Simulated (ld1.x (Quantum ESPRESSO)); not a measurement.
## Configuration tests for titanium (TM)

* Element: Ti
* Generator: ld1.x (Quantum ESPRESSO) 7.5
* Type: norm-conserving Troullier–Martins (Kleinman–Bylander form)
* Functional: PBEsol
* Relativity: scalar-relativistic
* Frozen core: [Ar]
* Valence charge: 4
* Reference configuration: 3d2 4s2 4p0
* Partial waves: 4p (bound, empty): rc 2.65 bohr; 3d (bound): rc 1.80 bohr; 4s (bound): rc 3.00 bohr
* Local potential: the s channel
* Core correction: none

Energies are relative to the spin-unpolarised reference configuration 3d2 4s2 4p0; without spin polarisation the order of configurations can differ from experiment.

**Question.** Give the all-electron excitation energy and the error of the potential for: 3d2 4s1 4p0; 3d2 4s0 4p0; 3d1 4s0 4p0; 3d1 4s2 4p1; 3d2 4s1 4p1; 3d1 4s2 4p0; 3d2 4s1.5 4p0.

**Answer.**

```
valence configuration  charge  ΔE all-electron (eV)  error AE − PS (meV)
          3d2 4s1 4p0      +1                 7.359                 -6.0
          3d2 4s0 4p0      +2                20.830                  +65
          3d1 4s0 4p0      +3                47.726                 +120
          3d1 4s2 4p1       0                 4.697                  -77
          3d2 4s1 4p1       0                 3.093                 +1.3
          3d1 4s2 4p0      +1                 9.763                  -23
        3d2 4s1.5 4p0    +0.5                 2.944                 -1.6
```

Levels in the configuration 3d2 4s1 4p0:

```csv
level,all-electron (eV),pseudo (eV)
3d,-11.385,-11.379
4s,-10.350,-10.359
```

ld1.x printed “convergence not achieved” for 5 of the counted tests; their residual had stalled under 1e-8, short of the target of 1e-14.
